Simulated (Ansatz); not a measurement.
The cluster Ag₂Se. Charge 0, multiplicity 1. Geometry r2SCAN-D4/def2-TZVP, basis def2-TZVP, Ansatz.

```tsv
atom	x (Å)	y (Å)	z (Å)
Ag1	1.150	0.638	-0.876
Ag2	-0.077	-0.390	1.529
Se3	-1.073	-0.248	-0.653
```

```
run  HOMO (eV)  LUMO (eV)
  A      -4.74      -3.49
  B      -4.92      -3.27
  C      -5.74      -2.55
  D      -4.83      -3.49
  E      -5.66      -2.67
  F      -7.59      -1.09
```

In the def2 sets Ag takes a core potential; there is no spin–orbit coupling. The structure comes from a short search, and lower isomers may exist.

Q: The runs used BLYP, PBE, PBE0, r2SCAN, r2SCAN0, ωB97M-V. Estimate which is which.

A: A BLYP (0 % exact exchange); B r2SCAN (0 % exact exchange); C r2SCAN0 (25 % exact exchange); D PBE (0 % exact exchange); E PBE0 (25 % exact exchange); F ωB97M-V (range-separated). Exact exchange lowers occupied and raises empty levels; among semilocal functionals meta-GGAs tend to open the gap a little, and such runs are hard to tell apart. The gap grows from 1.25 eV (BLYP) to 6.50 eV (ωB97M-V).
